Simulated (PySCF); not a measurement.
## Pt: excitation energy

Pt [Xe] 4f14 5d9 6s1 (3D) → Pt [Xe] 4f14 5d8 6s1 6p1 (high-spin determinant), as a difference of total energies. Calculation: PySCF 2.14, in x2c-TZVPPall; scalar relativity by spin-free X2C-1e. Correlated levels: valence: [Xe] 4f14 frozen; valence and next inner shell: [Kr] 4d10 4f14 frozen. The calculations carry no spin-orbit coupling.

```json
{"method": "UHF", "excitation energy (cm⁻¹)": "24686"}
{"method": "LDA", "excitation energy (cm⁻¹)": "43526"}
{"method": "PBE", "excitation energy (cm⁻¹)": "40378"}
{"method": "PBE0", "excitation energy (cm⁻¹)": "37962"}
{"method": "r2SCAN", "excitation energy (cm⁻¹)": "36605"}
{"method": "PBEsol", "excitation energy (cm⁻¹)": "40974"}
{"method": "LC-wPBE", "excitation energy (cm⁻¹)": "35384"}
{"method": "MN15", "excitation energy (cm⁻¹)": "38560"}
{"method": "MP2 (valence)", "excitation energy (cm⁻¹)": "38342"}
{"method": "SCS-MP2 (valence)", "excitation energy (cm⁻¹)": "38834"}
{"method": "MP2 (valence and next inner shell)", "excitation energy (cm⁻¹)": "39029"}
{"method": "SCS-MP2 (valence and next inner shell)", "excitation energy (cm⁻¹)": "38639"}
```

A first-order spin-orbit estimate (lowest level to lowest level, LS coupling) adds -0.100 eV.

The basis was made for the ground configuration and has no added diffuse functions, so the excitation energy can come out too high.

The determinant of the upper state mixes LS terms, which raises its energy above the lowest term, most at the Hartree-Fock and MP2 levels.
